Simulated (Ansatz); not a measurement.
C$_{4}$H$_{10}$Br$_{2}$F$_{2}$In$_{2}$, SMILES `C[CH2][In@-]1([F])[Br+][In@@-]([F])([CH2]C)[Br+]1` at its PBE0-D4/def2-TZVP geometry, where that method's forces vanish. Total charge 0; spin multiplicity 1. In: def2 effective core potential.

```xyz
20

C     2.2001    2.4637    1.1153
C     3.0996    1.2790    0.8068
In    2.1873   -0.1412   -0.5111
F     2.8518   -1.2685   -1.9507
Br    0.6622   -1.9221    0.8245
In   -1.3548   -0.2253    0.3957
F    -0.9124    1.0917    1.7708
C    -3.1519   -1.2053   -0.2221
C    -2.9045   -2.1705   -1.3697
Br   -0.0352    0.8776   -1.6507
H     2.7041    3.1453    1.8079
H     1.9560    3.0344    0.2168
H     1.2580    2.1575    1.5744
H     3.3461    0.7097    1.7054
H     4.0375    1.5788    0.3350
H    -3.5487   -1.7102    0.6609
H    -3.8557   -0.4162   -0.4942
H    -3.8379   -2.6571   -1.6687
H    -2.1983   -2.9575   -1.0963
H    -2.5032   -1.6638   -2.2501
```

(1) What forces (eV/Å) does B3LYP-D4/def2-TZVPP give on these atoms in Ansatz 0.2.0? (Estimate.)

Answers

(1) Ansatz gave: 
```
C1  -0.156  0.173  0.050
C2   0.285  0.020  0.155
In3  0.061  0.052  0.049
F4   0.112 -0.186 -0.238
Br5  0.036 -0.233  0.125
In6 -0.107 -0.045 -0.022
F7   0.075  0.213  0.221
C8  -0.313  0.009  0.094
C9   0.042 -0.145 -0.175
Br10-0.058  0.147 -0.217
H11 -0.026 -0.028 -0.030
H12  0.012 -0.027  0.052
H13  0.063  0.028 -0.028
H14 -0.015  0.037 -0.069
H15 -0.067 -0.024  0.034
H16  0.027  0.039 -0.062
H17  0.051 -0.056  0.023
H18  0.043  0.019  0.010
H19 -0.041  0.041 -0.020
H20 -0.024 -0.033  0.047
```

B3LYP here is the variant with VWN-RPA as its local correlation; programs differ in this.
